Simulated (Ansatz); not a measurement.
Process, species as SMILES: NB(N)Br + H+ → NB([NH3+])Br
Structures are relaxed separately at B3LYP-D3(BJ)/def2-TZVP in Ansatz (a quantum-chemistry and plane-wave program), one conformer each, not searched for the lowest. Frequencies are from Ansatz.

Quantity: proton affinity (enthalpy at 298 K, with B3LYP-D3(BJ) rigid-rotor harmonic-oscillator terms), positive where the reaction releases energy, in eV. Correlated levels leave the core frozen unless marked. Spin-orbit coupling is left out. The frozen core is the preceding noble-gas configuration, with the filled d and f shells of earlier blocks. No relativistic terms. Basis-set limits of correlation are two-point, X^-3; Hartree-Fock from the larger set.

CCSD(T)/CBS(cc-pVTZ,cc-pVQZ) (Ansatz) gives 8.68 eV.

Q: Another calculation gave 8.66 eV. Which level was it?
A) wB97M-V/def2-TZVPD (Ansatz)
B) BHLYP/def2-TZVPD (Ansatz)
C) revPBE/def2-TZVPD (Ansatz)
D) SVWN5/def2-TZVPD (Ansatz)

A: B, BHLYP/def2-TZVPD (Ansatz). The others give 8.40 (SVWN5), 8.55 (wB97M-V), 8.78 (revPBE) eV.
